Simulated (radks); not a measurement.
Values are calculated unless marked as measured or tabulated.
Question: Species: Ag2+. Configuration: [Kr] 4d9. Level of theory: scalar-relativistic Kohn-Sham, PBE, spin-polarised, spherical densities, finite nucleus; open shells are filled with parallel spins first (spin-orbit coupling, left out, can overturn this in heavy ions); Fermi nuclear charge, rms radius 4.5454 fm (a radial shooting solver on a logarithmic mesh with Libxc functionals). Some entries of the table are withheld. Estimate them.

orbital,occ.,eigenvalue (eV),<r^2> (bohr^2)
1s down,1,-25351.96,0.001308
1s up,1,-25351.96,0.001308
2s up,1,-3752.257,0.02146
2s down,1,-3752.067,0.02146
2p up,3,-3368.068,0.01691
2p down,3,-3367.924,0.01691
3s up,1,-706.4897,0.1554
3s down,1,-706.3967,0.1553
3p up,3,-580.3004,0.1569
3p down,3,-580.1935,0.1569
3d up,5,-381.3192,0.1425
3d down,5,-381.1499,0.1424
4s up,1,-117.9506,0.9381
4s down,1,-117.2052,0.9373
4p up,3,-81.3443,1.134
4p down,3,-80.5759,1.134
4d up,5,(1),2.044
4d down,4,(2),2.066

Answer: 
(1) 4d up eigenvalue (eV): -29.2434
(2) 4d down eigenvalue (eV): -28.5081
